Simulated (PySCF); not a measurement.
**Working with the constants of InSi**

UHF-CCSD(T) constants of InSi, ⁴Σ⁻ (quartet), unpaired electrons σ ↑, π ↑↑ (basis In x2c-TZVPPall, Si x2c-TZVPPall; spin-free X2C with a Gaussian nucleus; PySCF 2.14; masses 114.9039 and 27.9769 u):

```
ωe              : 266.7 cm⁻¹
ωexe            : 0.95 cm⁻¹
Be              : 0.11005 cm⁻¹
αe              : 0.000581 cm⁻¹
D (centrifugal) : 7.49e-08 cm⁻¹
De to In + Si   : 2.18 eV
```

Problem. Give the vibrational terms G(v) and spacings up to v = 6.

Solution. G(v) = ωe(v+½) − ωexe(v+½)².

```
v  G(v) (cm⁻¹)  G(v) − G(v−1)  Bv (cm⁻¹)
0        133.1                    0.1098
1        397.9          264.8     0.1092
2        660.8          262.9     0.1086
3        921.8          261.0     0.1080
4       1180.9          259.1     0.1074
5       1438.1          257.2     0.1069
6       1693.4          255.3     0.1063
```

Problem. How well does the Morse estimate ωe²/(4ωexe) reproduce De, and what is D0?

Solution. It gives 2.32 eV, 106 % of the computed De. D0 = De − G(0) = 2.18 − 0.02 = 2.16 eV.

Correlated steps freeze 23 core orbitals. These are scalar-relativistic numbers at best; spin–orbit coupling would shift them, the dissociation energy most. The state is the lowest determinant that a PBE0 search found; another state may lie lower at other levels.
